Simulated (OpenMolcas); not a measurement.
# Cr2+ in a point-charge field

Cr2+ among 6 point charges of -1.2 e arranged as a trigonal prism (D3h), 1.82 Å from the ion, with a polar angle of 57.4° against the regular 49.1°.
```
   1.5341    0.0000    0.9793  -1.20
  -0.7670    1.3285    0.9793  -1.20
  -0.7670   -1.3285    0.9793  -1.20
   1.5341    0.0000   -0.9793  -1.20
  -0.7670    1.3285   -0.9793  -1.20
  -0.7670   -1.3285   -0.9793  -1.20
```

```yaml
Program: OpenMolcas 26.06
Method: "SS-CASPT2, IPEA 0.25 Eh, imaginary shift 0.1 Eh (closed shells correlated: 3s 3p)"
Basis: ANO-RCC-VDZP [5s4p2d1f]
Scalar_Hamiltonian: DKH2, point nucleus
Active_space: 4 electrons in 5 orbitals (3d)
State_averaging: 2S+1 = 5 even, 5 roots; 2S+1 = 3 even, 45 roots; 2S+1 = 1 even, 50 roots
Spin-orbit_coupling: RASSI with atomic mean-field integrals over the reference wave functions
```

The lowest spin-free states (labels of D3, the rotations of D3h), above the lowest:

```json
{"State": "5E", "Degeneracy": "2", "E (cm-1)": "0", "Free-ion L (%)": "D (100)"}
{"State": "5E", "Degeneracy": "2", "E (cm-1)": "2310", "Free-ion L (%)": "D (100)"}
{"State": "5A1", "Degeneracy": "1", "E (cm-1)": "5690", "Free-ion L (%)": "D (100)"}
{"State": "3A2", "Degeneracy": "1", "E (cm-1)": "13510", "Free-ion L (%)": "H (59)"}
{"State": "3A2", "Degeneracy": "1", "E (cm-1)": "15070", "Free-ion L (%)": "F (48)"}
{"State": "3A1", "Degeneracy": "1", "E (cm-1)": "15090", "Free-ion L (%)": "F (47)"}
{"State": "3E", "Degeneracy": "2", "E (cm-1)": "15260", "Free-ion L (%)": "H (78)"}
{"State": "3E", "Degeneracy": "2", "E (cm-1)": "15710", "Free-ion L (%)": "H (100)"}
{"State": "3E", "Degeneracy": "2", "E (cm-1)": "16330", "Free-ion L (%)": "P (53)"}
{"State": "3E", "Degeneracy": "2", "E (cm-1)": "17790", "Free-ion L (%)": "H (83)"}
{"State": "3A1", "Degeneracy": "1", "E (cm-1)": "18920", "Free-ion L (%)": "G (87)"}
{"State": "3A2", "Degeneracy": "1", "E (cm-1)": "19100", "Free-ion L (%)": "G (86)"}
{"State": "3E", "Degeneracy": "2", "E (cm-1)": "19320", "Free-ion L (%)": "F (48)"}
{"State": "1A1", "Degeneracy": "1", "E (cm-1)": "19990", "Free-ion L (%)": "G (71)"}
{"State": "3A2", "Degeneracy": "1", "E (cm-1)": "20170", "Free-ion L (%)": "H (41)"}
{"State": "2S+1 = 3", "Degeneracy": "2", "E (cm-1)": "20310", "Free-ion L (%)": "H (96)"}
{"State": "3E", "Degeneracy": "2", "E (cm-1)": "20380", "Free-ion L (%)": "G (59)"}
{"State": "3A2", "Degeneracy": "1", "E (cm-1)": "20560", "Free-ion L (%)": "P (61)"}
{"State": "1E", "Degeneracy": "2", "E (cm-1)": "21150", "Free-ion L (%)": "I (62)"}
{"State": "3E", "Degeneracy": "2", "E (cm-1)": "21770", "Free-ion L (%)": "F (60)"}
```

The lowest levels with spin-orbit coupling:

```csv
E (cm-1),Degeneracy,2S+1,g
0,2,5,0.00 0.00 5.99
45,1,5,
64,1,5,
120,2,5,0.00 0.00 2.01
190,2,5,0.00 0.00 6.00
260,2,5,0.00 0.00 10.00
2210,1,5,
2210,1,5,
2340,2,5,0.00 0.00 0.13
2450,2,5,0.00 0.00 3.87
2570,2,5,0.00 0.00 7.87
2670,2,5,0.00 0.00 11.87
5830,2,5,0.00 0.00 8.01
5830,2,5,0.00 0.00 4.00
5830,1,5,
13570,1,3,
13630,2,3,0.00 0.00 3.98
15010,2,3,0.00 0.00 1.76
15210,1,3,
15230,1,3,
```

Powder χT (cm3 K/mol): 1.17 at 2 K, 1.37 at 10 K, 1.93 at 50 K, 2.24 at 100 K, 2.56 at 200 K, 2.72 at 300 K. The effective moment at 300 K is 2.828 √(χT) = 4.67 μB.

The lowest level has 2S+1 = 5, for which the spin-only value is χT = S(S+1) / 2 = 3.000 cm3 K/mol (g = 2). The computed 2.723 at 300 K differs by -0.277, through orbital momentum, spin-orbit coupling and any other state in reach.

Roots that are degenerate in the reference are averaged as groups; the widest CASPT2 spread within a group is 290 cm-1 (the 2-fold group of multiplicity 5 near 2310 cm-1 above the lowest state of its run). Shifts and gaps below about the spread of the groups concerned are not significant. An orbital doublet at a regular site is open to a Jahn-Teller distortion, which this geometry leaves out. Free-ion shares, where given, are those of the reference states; single-state CASPT2 does not remix them. This is an electrostatic model: the charges have no orbitals. No measured value stands beside these numbers.

A state without a sure symmetry label is named by its multiplicity alone. With an even number of electrons the g values are those of a degenerate or nearly degenerate non-Kramers pair.
